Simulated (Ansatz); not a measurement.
Steps of a relaxation of `[SH][Zr]([Cl])([Cl])[Cl]` with RKS PBE0-D4/def2-TZVP.

```sh
$ ansatz run in.yaml --threads 4 --pin off --events-out ev --progress --plain --max-ram 10444MiB
```

```yaml
crystal:
  periodic: [false, false, false]
  atoms:
    - {symbol: S, position_ang: [-1.766812, 0.875380, -0.028807]}
    - {symbol: Zr, position_ang: [0.514808, 0.056009, 0.050847]}
    - {symbol: Cl, position_ang: [1.840366, 1.924570, 0.495449]}
    - {symbol: Cl, position_ang: [0.655848, -1.581628, 1.718403]}
    - {symbol: Cl, position_ang: [1.015486, -0.945869, -2.005381]}
    - {symbol: H, position_ang: [-2.217596, -0.392362, -0.276611]}
basis:
  gaussian: {orbitals: def2-TZVP}
hamiltonian: {xc: pbe0, dispersion: d4}
relax: {f_tol: 0.005, max_steps: 150}
```

Positions (Å) and forces (eV/Å) along the path, 4 of 4 steps:

```xyz
6
step=1 energy=-49693.4838 eV
S    -1.767    0.875   -0.029    0.070   -0.481   -0.071
Zr    0.515    0.056    0.051   -0.006   -0.044   -0.009
Cl    1.840    1.925    0.495   -0.165   -0.251   -0.058
Cl    0.656   -1.582    1.718   -0.005    0.224   -0.218
Cl    1.015   -0.946   -2.005   -0.053    0.139    0.275
H    -2.218   -0.392   -0.277    0.159    0.412    0.081
6
step=2 energy=-49693.4940 eV
S    -1.752    0.873   -0.028   -0.246   -0.094   -0.038
Zr    0.499    0.052    0.049    0.057    0.014    0.008
Cl    1.818    1.895    0.489    0.096    0.120    0.030
Cl    0.653   -1.561    1.701    0.013   -0.122    0.128
Cl    1.008   -0.933   -1.983    0.041   -0.074   -0.157
H    -2.185   -0.390   -0.273    0.039    0.155    0.029
6
step=3 energy=-49693.4984 eV
S    -1.762    0.869   -0.029   -0.039   -0.046   -0.011
Zr    0.504    0.053    0.049    0.012   -0.004    0.001
Cl    1.829    1.900    0.490    0.003    0.001    0.000
Cl    0.659   -1.566    1.709    0.004   -0.003    0.003
Cl    1.015   -0.934   -1.991    0.004   -0.002   -0.004
H    -2.203   -0.386   -0.275    0.017    0.055    0.010
6
step=4 energy=-49693.4985 eV
S    -1.764    0.868   -0.029   -0.003   -0.002    0.000
Zr    0.503    0.052    0.049    0.002   -0.002    0.000
Cl    1.830    1.899    0.490   -0.001   -0.002    0.000
Cl    0.662   -1.566    1.709    0.001    0.002   -0.002
Cl    1.018   -0.935   -1.990    0.000    0.001    0.002
H    -2.207   -0.383   -0.275    0.001    0.004    0.000
```

It took 15 s on 4 threads of an Intel Xeon Platinum 8488C on a shared host, with 0.68 GiB of host memory at the peak.
